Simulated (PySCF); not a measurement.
Isomers of C4H5FO2S, one GFN2-xTB conformer each. Single-point energies are computed at PBE0/pcSseg-1 (PySCF, gas phase, no added dispersion term), electronic only.

Problem. Rank them by PBE0/pcSseg-1 energy, lowest first (kJ/mol).
A. `[O:1]=[S:2]1(=[O:3])[CH:4]=[C:5]([F:6])[CH2:7][CH2:8]1` with O1–S2–C4–C5 100°, C4–C5–C7–C8 15°, C5–C7–C8–S2 -23°, O1–S2–C8–C7 -91°
B. `[O:1]=[S:2]1(=[O:3])[CH2:4][CH:5]=[C:6]([F:7])[CH2:8]1` with O1–S2–C4–C5 -89°, S2–C4–C5–C6 -18°, C5–C6–C8–S2 17°, O1–S2–C8–C6 90°

Solution. A (0.0), B (1.0).

Neighbours under 10 kJ/mol apart (O=S1(=O)C=C(F)CC1 and O=S1(=O)CC=C(F)C1) can change places with a better method, another conformer or zero-point energy. GFN2-xTB itself gives, in the same order: 14.3, 0.0. GFN2-xTB puts O=S1(=O)CC=C(F)C1 lowest instead.

Problem. Which frontier levels, dipoles and rotational constants go with these structures?

Solution. 
```
           SMILES  HOMO (eV, PBE0/pcSseg-1)  LUMO (eV)  dipole (D)     A, B, C (MHz)
O=S1(=O)C=C(F)CC1                     -8.15      -0.73        4.34  3599, 1309, 1195
O=S1(=O)CC=C(F)C1                     -8.08      -0.52        3.48  3633, 1319, 1212
```
